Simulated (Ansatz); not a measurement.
The cluster GeCl3⁻ (the lowest singlet isomer of a short search). The state is a singlet with charge -1. Geometry PBE0-D4/def2-SVPD, basis def2-TZVPD, Ansatz.

Cartesian coordinates in Å:
```
Ge -0.009 -0.437 0.744
Cl -0.292 1.871 0.762
Cl -1.581 -0.927 -0.898
Cl 1.881 -0.506 -0.609
```

```
run  HOMO (eV)  LUMO (eV)
  A      -1.80       3.16
  B      -4.61       4.02
  C      -1.59       2.80
  D      -2.58       3.47
  E      -3.50       3.88
  F      -2.44       3.23
```

B3LYP takes the VWN-RPA correlation. The structure comes from a short search, and lower isomers may exist.

**Question.** The runs used B3LYP, BHLYP, PBE, PBE0, r2SCAN, ωB97M-V. Estimate which is which.

**Answer.** A r2SCAN (0 % exact exchange); B ωB97M-V (range-separated); C PBE (0 % exact exchange); D PBE0 (25 % exact exchange); E BHLYP (50 % exact exchange); F B3LYP (20 % exact exchange). Exact exchange lowers occupied and raises empty levels; among semilocal functionals meta-GGAs tend to open the gap a little, and such runs are hard to tell apart. The gap grows from 4.39 eV (PBE) to 8.63 eV (ωB97M-V).
